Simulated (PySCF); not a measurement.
Cl2GeH4OSi, SMILES Cl[SiH](Cl)[O][GeH3]. The structure is a stationary point at PBE-D3(BJ)/def2-SVP. This is a generated structure with no PubChem entry under its InChIKey; it may be hypothetical. One conformer was computed; it need not be the lowest.

Problem. Give the equilibrium geometry at PBE-D3(BJ)/def2-SVP (PySCF confirms it by a frequency run) as Cartesian coordinates in Å. (The exact figures need the calculation; the answer reports its results.)

Solution. Several could match; the one computed here: 
```xyz
9

Si     1.0428     0.1676    -0.7658
Cl     0.8999     2.1240    -0.0794
Cl     2.1755    -0.8935     0.6106
O     -0.4586    -0.4905    -0.9095
Ge    -1.8262    -0.5547     0.2916
H      1.7222     0.1481    -2.0881
H     -2.7958     0.5937    -0.0731
H     -2.4642    -1.9460     0.0832
H     -1.2355    -0.3873     1.7134
```
Charge 0, spin multiplicity 1.
